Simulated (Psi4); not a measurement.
HCl$_{2}$FSSi (SMILES F[Si](S)(Cl)Cl), singlet, geometry from GFN2-xTB, atoms displaced at random by about 0.03 Å a coordinate; R2SCAN/STO-3G, gradient run with Psi4.

Psi4 was given this input:
```
memory 2 GB

molecule {
0 1
  F    -0.38064418    0.43535810    1.74556164
  Si   -0.06510429    0.08112239    0.14133481
  S     1.84108420   -0.89808084    0.18536625
  Cl   -1.42617210   -1.20691622   -0.43370434
  Cl   -0.15123741    1.77260173   -0.76677719
  H     2.48148643    0.07144194    0.72562876
symmetry c1
no_reorient
no_com
}

set basis sto-3g

gradient('r2scan')
print_variables()
```

Task: Predict the main parts of the log of this Psi4 run.

Result: 
```
gradient() will perform analytic gradient computation.

   => Loading Basis Set <=

    Name: STO-3G
    Role: ORBITAL
    Keyword: BASIS

         ---------------------------------------------------------
                                   SCF
               by Justin Turney, Rob Parrish, Andy Simmonett
                          and Daniel G. A. Smith
                              RKS Reference
         ---------------------------------------------------------

  ==> Geometry <==

    Molecular point group: c1
    Full point group: C1

    Geometry (in Angstrom), charge = 0, multiplicity = 1:

       Center              X                  Y                   Z               Mass
    ------------   -----------------  -----------------  -----------------  -----------------
         F           -0.380644180000     0.435358100000     1.745561640000    18.998403162730
         SI          -0.065104290000     0.081122390000     0.141334810000    27.976926534650
         S            1.841084200000    -0.898080840000     0.185366250000    31.972071174400
         CL          -1.426172100000    -1.206916220000    -0.433704340000    34.968852682000
         CL          -0.151237410000     1.772601730000    -0.766777190000    34.968852682000
         H            2.481486430000     0.071441940000     0.725628760000     1.007825032230

  Running in c1 symmetry.

  Rotational constants: A =      0.06407  B =      0.05975  C =      0.04337 [cm^-1]
  Rotational constants: A =   1920.66520  B =   1791.34190  C =   1300.15225 [MHz]
  Nuclear repulsion =  453.475054602774605

  Charge       = 0
  Multiplicity = 1
  Electrons    = 74
  Nalpha       = 37
  Nbeta        = 37

  ==> Algorithm <==

  SCF Algorithm Type is DF.
  DIIS enabled.
  MOM disabled.
  Fractional occupation disabled.
  Guess Type is SAD.
  Energy threshold   = 1.00e-08
  Density threshold  = 1.00e-08
  Integral threshold = 1.00e-12

  ==> Primary Basis <==

  Basis Set: STO-3G
    Blend: STO-3G
    Number of shells: 24
    Number of basis functions: 42
    Number of Cartesian functions: 42
    Spherical Harmonics?: true
    Max angular momentum: 1

  ==> DFT Potential <==

   => LibXC <=

    Version 7.1.2
    S. Lehtola, C. Steigemann, M. J. T. Oliveira, and M. A. L. Marques,  SoftwareX 7, 1–5 (2018) (10.1016/j.softx.2017.11.002)

   => Composite Functional: R2SCAN <=

    r2SCAN Meta-GGA XC Functional  (0.1021/acs.jpclett.0c02405)
[...]
  @DF-RKS Final Energy: -1689.33332015311544
    Total Energy =                      -1689.3333201531154373
[...]

   => Auxiliary Basis Set <=

  Basis Set: (STO-3G AUX)
    Blend: DEF2-UNIVERSAL-JKFIT
    Number of shells: 183
    Number of basis functions: 607
    Number of Cartesian functions: 733
    Spherical Harmonics?: true
    Max angular momentum: 4

  ==> DFT Potential <==

   => LibXC <=

    Version 7.1.2
    S. Lehtola, C. Steigemann, M. J. T. Oliveira, and M. A. L. Marques,  SoftwareX 7, 1–5 (2018) (10.1016/j.softx.2017.11.002)

   => Composite Functional: R2SCAN <=

    r2SCAN Meta-GGA XC Functional  (0.1021/acs.jpclett.0c02405)
    J. W. Furness, A. D. Kaplan, J. Ning, J. P. Perdew, J. Sun  J. Phys. Chem. Lett.  11, 8208–8215, 2020

    Deriv               =              1
    GGA                 =           TRUE
    Meta                =           TRUE

    Exchange Hybrid     =          FALSE
    MP2 Hybrid          =          FALSE

   => Exchange Functionals <=

    1.0000   XC_MGGA_X_R2SCAN

   => Correlation Functionals <=

    1.0000   XC_MGGA_C_R2SCAN

   => LibXC Density Thresholds  <==

    XC_MGGA_C_R2SCAN:  1.00E-15
    XC_MGGA_X_R2SCAN:  1.00E-11

   => Molecular Quadrature <=

    Radial Scheme          =       TREUTLER
    Pruning Scheme         =           NONE
    Nuclear Scheme         =       TREUTLER

    Blocking Scheme        =         OCTREE
    BS radius alpha        =              1
    Pruning alpha          =              1
    Radial Points          =             75
    Spherical Points       =            302
    Total Points           =         123009
    Total Blocks           =            994
    Max Points             =            256
    Max Functions          =             38
    Weights Tolerance      =       1.00E-15

  -Total Gradient:
     Atom            X                  Y                   Z
    ------   -----------------  -----------------  -----------------
       1       -0.000978465939     0.003958364660     0.026522338463
       2       -0.065145233254     0.040112940931    -0.118332698068
       3        0.029491908201     0.052494548139     0.034555730050
       4        0.055350510298     0.052048756073     0.028953581368
       5        0.005219523812    -0.096728268488     0.058518809404
       6       -0.023963006946    -0.047749836658    -0.024298373330

  Variable Map:
  ----------------------------------------------------------------------------
[...]
  Array Variable Map:
  ----------------------------------------------------------------------------
[...]
[...]
```
